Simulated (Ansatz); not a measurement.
Start from `C[CH](C)[Ge][F]` and change one atom or group to get `CC(C)CO`.

Ansatz, PBE0-D4/def2-TZVP geometries, multiplicity 1. Each molecule was computed in one conformer, which needn't be the lowest.

Scalar relativity is left out up to krypton.

```csv
property,`C[CH](C)[Ge][F]`
LUMO energy (ωB97M-V/def2-TZVPP) / eV,-0.40
LUMO energy (B3LYP/def2-TZVPP) / eV,-2.62
HOMO energy (ωB97M-V/def2-TZVPP) / eV,-8.53
HOMO energy (PBE/def2-TZVPP) / eV,-5.33
HOMO energy (PBE0/def2-TZVPP) / eV,-6.42
LUMO energy (PBE/def2-TZVPP) / eV,-3.17
```

**Question.** Give the same properties after the change, and the shifts. (Best estimate.)

**Answer.** Ansatz gave: 
```
                             property  `CC(C)CO`  shift
LUMO energy (ωB97M-V/def2-TZVPP) / eV       2.44   2.84
  LUMO energy (B3LYP/def2-TZVPP) / eV       0.64   3.26
HOMO energy (ωB97M-V/def2-TZVPP) / eV     -10.15  -1.62
    HOMO energy (PBE/def2-TZVPP) / eV      -6.10  -0.77
   HOMO energy (PBE0/def2-TZVPP) / eV      -7.72  -1.30
    LUMO energy (PBE/def2-TZVPP) / eV       0.15   3.32
```

With PBE0 the HOMO falls by 1.30 eV and the LUMO rises by 3.35 eV, so the gap widens by about 4.65 eV. PBE moves the HOMO by -0.77 eV and ωB97M-V by -1.62 eV.

B3LYP here is the variant with VWN-RPA as its local correlation; programs differ in this.
